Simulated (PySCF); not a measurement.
Method: M06-2X/def2-TZVP (PySCF 2.14.0). All species are isolated molecules in the gas phase. One relaxed conformer stands for a flexible species; it need not be the lowest. Delta-SCF ions had no search for a lower state. 

Reference species (SMILES): `[OH][Ga]([OH])[OH]` (neutral, multiplicity 1).

```
Quantity                                  Result
--------------------------------------  --------
S1 oscillator strength                     0.000
vertical ionisation energy (Delta-SCF)  11.89 eV
```

Changed species: `[CH3][Ga]([CH3])[OH]` (C–Ga–O–H torsion 180°) (1 of 3 CH3 replaced by OH; the reference has 3 of 3 CH3 replaced by OH).

Question: What does the change do to the S1 oscillator strength and vertical ionisation energy (Delta-SCF)?

Answer: the S1 oscillator strength stays essentially unchanged; the vertical ionisation energy (Delta-SCF) drops by 1.89 eV, to 10.00 eV.
